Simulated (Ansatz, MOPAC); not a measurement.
Molecule: InF$_{2}$, net charge 1, singlet state. SMILES of the parent species: [F][In][F]

Atoms: In1, F2, F3. Bonds: In1-F2, In1-F3.

Bond lengths (Å) and angles (degrees) optimised at PM6 with MOPAC; MNDO with MOPAC; HF/3-21G with Ansatz (a first-principles code), each started from the B3LYP-D3(BJ)/def2-TZVP structure (Ansatz) of the last column. A row stands for all coordinates that are equal there. No wavenumbers were computed at MNDO, so these may be saddle points.

| coordinate | PM6 | MNDO | HF/3-21G | B3LYP-D3(BJ)/def2-TZVP |
|---|---|---|---|---|
| In1-F2 | 1.976 | 2.047 | 1.863 | 1.855 |
| F2-In1-F3 | 180.0 | 180.0 | 180.0 | 180.0 |

Mean signed difference of all 2 bond lengths from B3LYP-D3(BJ)/def2-TZVP: PM6 0.121 Å, MNDO 0.191 Å, HF/3-21G 0.008 Å.
